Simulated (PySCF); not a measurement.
AuF5, multiplicity 1. Atoms are numbered in the order given.

```xyz
6

Au     0.0000     0.0000    -0.1005
F      1.3348     1.3348    -0.2185
F     -1.3348    -1.3348    -0.2185
F      0.0000     0.0000     1.7557
F      1.3348    -1.3348    -0.2185
F     -1.3348     1.3348    -0.2185
```

Coordinates come from a PBE0-D3(BJ)/def2-SVP optimisation. The multiplicity is an assumed one; other spin states were not compared. The def2 effective core potentials stand for the cores of Au; spin–orbit coupling is left out.

Computed with TDA-PBE0/def2-SVPD run with PySCF.

Vertical excitations; the highest root listed may be one member of a degenerate set. The molecule is in vacuum. State labels are in the subgroup C2v.

Question: Give excitation energies, oscillator strengths and character. (Estimate from the structure and the level; the computed values follow.)

Answer: 
```
state  symmetry  energy (eV)  λ (nm)      f                                  main pairs
-----  --------  -----------  ------  -----  ------------------------------------------
S1           A1         1.01    1224  0.000                              HOMO→LUMO 99 %
S2           B1         1.24    1004  0.001                HOMO−2→LUMO (degenerate set)
S3           B2         1.24    1004  0.001                HOMO−1→LUMO (degenerate set)
S4           A2         1.81     685  0.000                            HOMO−3→LUMO 99 %
S5           B2         2.40     516  0.002                HOMO−4→LUMO (degenerate set)
S6           B1         2.40     516  0.002                HOMO−5→LUMO (degenerate set)
S7           A2         2.64     470  0.000                            HOMO−6→LUMO 98 %
S8           B2         2.92     425  0.006  HOMO−7→LUMO, HOMO−10→LUMO (degenerate set)
S9           B1         2.92     425  0.006  HOMO−8→LUMO, HOMO−11→LUMO (degenerate set)
S10          A1         3.30     375  0.000                            HOMO−9→LUMO 96 %
T1           A1         0.64    1923      0                              HOMO→LUMO 98 %
T2           B2         0.75    1663      0                HOMO−1→LUMO (degenerate set)
T3           B1         0.75    1663      0                HOMO−2→LUMO (degenerate set)
T4           A2         1.62     765      0                            HOMO−3→LUMO 95 %
```
Triplets are in the Tamm–Dancoff approximation.
